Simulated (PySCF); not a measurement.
## Potential energy of CaO along the bond

Set-up: basis Ca x2c-TZVPall, O x2c-TZVPall; spin-free X2C with a Gaussian nucleus; PySCF 2.14. Energies in eV from Ca + O in their ground configurations at the same level. State: ¹Σ⁺ (singlet), closed shell.

| R (Å) | PBE0 |
| --- | --- |
| 1.555 | -2.874 |
| 1.627 | -3.512 |
| 1.700 | -3.878 |
| 1.754 | -4.012 |
| 1.808 | -4.052 |
| 1.862 | -4.015 |
| 1.935 | -3.875 |
| 2.025 | -3.595 |
| 2.133 | -3.167 |
| 2.278 | -2.528 |

Put a parabola through the three lowest points of the PBE0 curve and estimate Re, k and ωe (reduced mass 11.42 u; 1 eV/Å² = 0.16022 mdyn/Å; ωe = 1302.8·√(k/μ) cm⁻¹).

Through R = 1.754, 1.808, 1.862 Å the second-order coefficient is 13.2 eV/Å², so Re ≈ 1.809 Å, k ≈ 4.23 mdyn/Å and ωe ≈ 793 cm⁻¹. A polynomial fit of higher order to the unrounded PBE0 energies gives Re = 1.807 Å, k = 4.15 mdyn/Å, ωe = 785 cm⁻¹; anharmonicity and rounding make the difference.

The higher-order fit for each curve: PBE0: Re = 1.807 Å, ωe = 785 cm⁻¹, De = 4.05 eV.
